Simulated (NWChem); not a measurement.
System: CH₃AlCl₂O; SMILES C[O][Al]([Cl])[Cl]

Excerpt of the output:

```
             Northwest Computational Chemistry Package (NWChem) 7.3.0
             --------------------------------------------------------

                             Geometry "geometry" -> ""
                             -------------------------

 Output coordinates in angstroms (scale by  1.889725989 to convert to a.u.)

  No.       Tag          Charge          X              Y              Z
 ---- ---------------- ---------- -------------- -------------- --------------
    1 Al                  13.0000     0.14506400     0.04998400    -0.00176100
    2 Cl                  17.0000     1.63716900     1.49901500     0.03022700
    3 Cl                  17.0000    -1.86165600     0.62432800    -0.06398200
    4 O                    8.0000     0.58996600    -1.56281700     0.02368100
    5 C                    6.0000     0.05883400    -2.84838100     0.00736100
    6 H                    1.0000     0.40857000    -3.39669200    -0.88404000
    7 H                    1.0000     0.39214700    -3.41132100     0.89575900
    8 H                    1.0000    -1.04596700    -2.85280700    -0.00294700

 Effective nuclear repulsion energy (a.u.)     322.7265943297

                                 NWChem DFT Module
                                 -----------------

 Summary of "ao basis" -> "ao basis" (spherical)
 ------------------------------------------------------------------------------
       Tag                 Description            Shells   Functions and Types
 ---------------- ------------------------------  ------  ---------------------
 Al                         def2-svp                 8       18   4s3p1d
 Cl                         def2-svp                 8       18   4s3p1d
 O                          def2-svp                 6       14   3s2p1d
 C                          def2-svp                 6       14   3s2p1d
 H                          def2-svp                 3        5   2s1p

            General Information
            -------------------
          SCF calculation type: DFT
          Wavefunction type:  closed shell.
          No. of atoms     :     8
          No. of electrons :    64
           Alpha electrons :    32
            Beta electrons :    32
          Charge           :     0
          Spin multiplicity:     1
          Use of symmetry is: off; symmetry adaption is: off
          Maximum number of iterations: 150
          AO basis - number of functions:    97
                     number of shells:    45
          Convergence on energy requested:  1.00D-06
          Convergence on density requested:  1.00D-05
          Convergence on gradient requested:  5.00D-04

              XC Information
              --------------
                         B3LYP Method XC Potential
                     Hartree-Fock (Exact) Exchange  0.200
                        Slater Exchange Functional  0.800 local
                    Becke 1988 Exchange Functional  0.720 non-local
              Lee-Yang-Parr Correlation Functional  0.810
                  VWN I RPA Correlation Functional  0.190 local

             Grid Information
             ----------------
          Grid used for XC integration:  medium
          Radial quadrature: Mura-Knowles
          Angular quadrature: Lebedev.
          Tag              B.-S. Rad. Rad. Pts. Rad. Cut. Ang. Pts.
          ---              ---------- --------- --------- ---------
          Al                  1.25       88          10.0       590
          Cl                  1.00       88          12.0       590
          O                   0.60       49           9.0       434
          C                   0.70       49          11.0       434
          H                   0.35       45          12.0       434
          Grid pruning is: on
          Number of quadrature shells:   497
          Spatial weights used:  Erf1

      Superposition of Atomic Density Guess
      -------------------------------------

 Sum of atomic energies:       -1274.25225704

      Non-variational initial energy
      ------------------------------

 Total energy =   -1275.718836
 1-e energy   =   -2404.252527
 2-e energy   =     805.807097
 HOMO         =      -0.393060
 LUMO         =      -0.021152

     ---------------------------------------------
      Total Density - Mulliken Population Analysis
     ---------------------------------------------

    Atom       Charge   Shell Charges
 -----------   ------   -------------------------------------------------------
    1 Al  13    11.56   2.00  1.99  0.62  0.04  5.93  0.51  0.26  0.22
    2 Cl  17    17.44   2.00  1.99  1.22  0.71  5.94  2.17  3.39  0.01
    3 Cl  17    17.45   2.00  1.99  1.22  0.71  5.94  2.17  3.40  0.01
    4 O    8     8.91   1.99  1.10  0.67  3.12  2.03  0.01
    5 C    6     5.84   1.99  0.91  0.21  1.84  0.84  0.05
    6 H    1     0.93   0.69  0.22  0.02
    7 H    1     0.93   0.69  0.22  0.02
    8 H    1     0.93   0.69  0.22  0.02

   convergence    iter        energy       DeltaE   RMS-Dens  Diis-err
 ---------------- ----- ----------------- --------- --------- ---------
 d= 0,ls=0.0,diis     1  -1277.6615984285 -1.60D+03  1.34D-02  7.38D-01
 d= 0,ls=0.0,diis     2  -1277.6115740616  5.00D-02  7.58D-03  1.29D+00
 d= 0,ls=0.0,diis     3  -1277.7377374849 -1.26D-01  2.09D-03  6.51D-02
 d= 0,ls=0.0,diis     4  -1277.7425350986 -4.80D-03  9.32D-04  1.10D-02
 d= 0,ls=0.0,diis     5  -1277.7440870365 -1.55D-03  9.58D-05  7.91D-05
  Resetting Diis
 d= 0,ls=0.0,diis     6  -1277.7440965659 -9.53D-06  2.18D-05  5.83D-06
 d= 0,ls=0.0,diis     7  -1277.7440972208 -6.55D-07  1.03D-05  3.89D-07
 d= 0,ls=0.0,diis     8  -1277.7440971949  2.59D-08  5.60D-06  6.09D-07

         Total DFT energy =    -1277.744097194918
      One electron energy =    -2407.848252095306
           Coulomb energy =      897.860273420311
    Exchange-Corr. energy =      -90.482712849661
 Nuclear repulsion energy =      322.726594329737

 Numeric. integr. density =       63.999990238971

                       DFT Final Molecular Orbital Analysis
                       ------------------------------------

 Vector   30  Occ=2.000000D+00  E=-3.241001D-01
              MO Center=  2.5D-01,  6.5D-01, -2.6D-03, r^2= 5.1D+00
   Bfn.  Coefficient  Atom+Function         Bfn.  Coefficient  Atom+Function
  ----- ------------  ---------------      ----- ------------  ---------------
    29      0.366102  2 Cl px                48      0.304823  3 Cl py
    26      0.278604  2 Cl px                30     -0.272374  2 Cl py
    45      0.227167  3 Cl py                47      0.223409  3 Cl px
    27     -0.208152  2 Cl py                44      0.168363  3 Cl px
    58      0.163286  4 O  px                23      0.161577  2 Cl px

 Vector   31  Occ=2.000000D+00  E=-3.036373D-01
              MO Center=  1.6D-01, -1.4D+00,  1.8D-02, r^2= 3.5D+00
   Bfn.  Coefficient  Atom+Function         Bfn.  Coefficient  Atom+Function
  ----- ------------  ---------------      ----- ------------  ---------------
    58      0.480754  4 O  px                61      0.357771  4 O  px
    48     -0.234106  3 Cl py                93      0.231024  8 H  s
    72     -0.193430  5 C  px                94      0.182590  8 H  s
    45     -0.171488  3 Cl py                30      0.131627  2 Cl py
    29     -0.127415  2 Cl px                88     -0.118925  7 H  s

 Vector   32  Occ=2.000000D+00  E=-3.014427D-01
              MO Center=  4.5D-01, -1.8D+00,  5.9D-03, r^2= 2.6D+00
   Bfn.  Coefficient  Atom+Function         Bfn.  Coefficient  Atom+Function
  ----- ------------  ---------------      ----- ------------  ---------------
    60      0.511972  4 O  pz                63      0.396361  4 O  pz
    83      0.219134  6 H  s                 74     -0.215143  5 C  pz
    88     -0.207214  7 H  s                 31     -0.155141  2 Cl pz
    84      0.139342  6 H  s                 49     -0.135964  3 Cl pz
    89     -0.131891  7 H  s                 28     -0.106465  2 Cl pz

[...]

                     NWChem Electrostatic Potential Fit Module
                     -----------------------------------------

 Atom parameters

 Number of atoms is                                    8
 Number of basis functions is                         97

 Grid parameters

 Maximum number of grid points is                  37454
 Number of grid points is                          37453
 Grid range                                     0.300000 nm
 Grid spacing                                   0.020000 nm
 Probe radius                                   0.070000 nm
 Atom radius factor                             1.000000

 Atomic radii

    1    0.100000
    6    0.147000
    8    0.136000
   13    0.195000
   17    0.169000
 FASTESP  F
  using M.O. file = ./job.movecs

    Atom              Coordinates                           Charge

                                                  ESP

    1 Al    0.014506    0.004998   -0.000176    0.834374
    2 Cl    0.163717    0.149902    0.003023   -0.278090
    3 Cl   -0.186166    0.062433   -0.006398   -0.278346
    4 O     0.058997   -0.156282    0.002368   -0.524433
    5 C     0.005883   -0.284838    0.000736    0.315167
    6 H     0.040857   -0.339669   -0.088404   -0.018805
    7 H     0.039215   -0.341132    0.089576   -0.018701
    8 H    -0.104597   -0.285281   -0.000295   -0.031167
                                            ------------
                                               -0.000000

 Dipole moment                                  0.793858

 Quadrupole moment Qxx                        -11.182256
                   Qyy                          2.501694
                   Qzz                          8.680561

 RMS deviation kJ/mol                           0.072670

 RRMS %                                        37.564100
```

Level: B3LYP/def2-SVP. All runs use the structure optimised with PBE0/def2-SVP.

Question: Write an input that gives this output.

Answer: Several could match; the one computed here: the input that was run:
```
start job
memory heap 200 mb stack 900 mb global 1100 mb
geometry units angstroms noautosym nocenter noautoz
  Al     0.145064     0.049984    -0.001761
  Cl     1.637169     1.499015     0.030227
  Cl    -1.861656     0.624328    -0.063982
  O      0.589966    -1.562817     0.023681
  C      0.058834    -2.848381     0.007361
  H      0.408570    -3.396692    -0.884040
  H      0.392147    -3.411321     0.895759
  H     -1.045967    -2.852807    -0.002947
end
basis spherical
  * library def2-svp
end
dft
  xc b3lyp
  iterations 150
  mulliken
end
task dft energy
esp
  recalculate
  probe 0.07
  range 0.3
  factor 1.0
  spacing 0.02
end
task esp
```
